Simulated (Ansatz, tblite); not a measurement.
Spin states of Mo(OSiH3)4 (Si₄MoO₄H₁₂), formally d², each relaxed with PBE-D4/def2-SVP in Ansatz. Electronic energies in the gas phase.

In the def2 sets Mo takes a core potential; there is no spin–orbit coupling. The xTB rows come from tblite. LC-ωPBE has ω = 0.4 bohr⁻¹.

Singlet geometry:

Cartesian coordinates in Å:
```
Mo -0.029 0.027 0.012
O -1.477 -0.578 -1.004
Si -2.576 -0.172 -2.223
H -2.684 1.324 -2.333
H -3.909 -0.766 -1.864
H -2.097 -0.749 -3.527
O 1.088 1.459 0.458
Si 1.499 3.050 0.056
H 0.299 3.756 -0.514
H 2.609 3.031 -0.958
H 1.965 3.737 1.308
O -0.973 0.059 1.625
Si -1.200 -0.705 3.117
H -2.647 -1.092 3.238
H -0.839 0.261 4.209
H -0.329 -1.927 3.199
O 1.258 -0.837 -1.039
Si 2.284 -2.181 -0.950
H 1.471 -3.435 -0.790
H 3.224 -2.029 0.213
H 3.064 -2.234 -2.234
```

Triplet geometry:

```xyz
21

Mo    0.041   -0.456   -1.062
O     1.850   -1.027   -1.117
Si    3.184   -0.748   -0.090
H     3.589    0.698   -0.133
H     4.303   -1.596   -0.625
H     2.886   -1.164    1.326
O    -0.560    1.076   -2.008
Si   -0.748    2.715   -1.577
H     0.594    3.353   -1.351
H    -1.602    2.868   -0.346
H    -1.434    3.378   -2.737
O    -1.214   -1.850   -0.975
Si   -2.340   -2.729   -0.059
H    -1.916   -4.169   -0.034
H    -3.688   -2.597   -0.706
H    -2.380   -2.175    1.340
O     0.445    0.638    0.496
Si   -0.126    0.885    2.056
H     0.253   -0.268    2.954
H    -1.631    1.017    2.067
H     0.492    2.152    2.580
```

Run but left out: HF/STO-3G (singlet: restricted singlet, unstable in another Hartree–Fock run and untested here); HF/def2-SVP, PBE-QIDH/def2-TZVP, MP2/def2-SVP (singlet: restricted singlet, unstable towards broken spin symmetry).

Only these spin states were relaxed.

```csv
level,triplet − singlet (kcal/mol),lowest of these,remarks
GFN1-xTB,24.0,singlet,–
GFN2-xTB,21.8,singlet,–
PBE-D4/def2-TZVP,0.3,tie,restricted SCF unstable in HF (singlet)
r2SCAN-D4/def2-TZVP,-3.6,triplet,restricted SCF unstable in HF (singlet)
PBE0-D4/def2-TZVP,-5.8,triplet,restricted SCF unstable in HF (singlet)
LC-ωPBE/def2-TZVP,-8.1,triplet,restricted SCF unstable in HF (singlet)
```

| state | donor atoms | mean metal–ligand distance (Å) | range (Å) | Mulliken spin on the metal (PBE0) |
| --- | --- | --- | --- | --- |
| singlet | 4 | 1.870 | 1.87–1.87 | 0 |
| triplet | 4 | 1.905 | 1.88–1.95 | 1.86 |

⟨S²⟩ at PBE0-D4/def2-TZVP: singlet 0.00 (pure 0.00), triplet 2.01 (pure 2.00).

Change of the triplet − singlet gap on mixing in exact exchange, in kcal/mol: PBE to PBE0 (25 % exact exchange) -6.1.

The xTB methods have no term that favours high spin, so they put low spin too low.
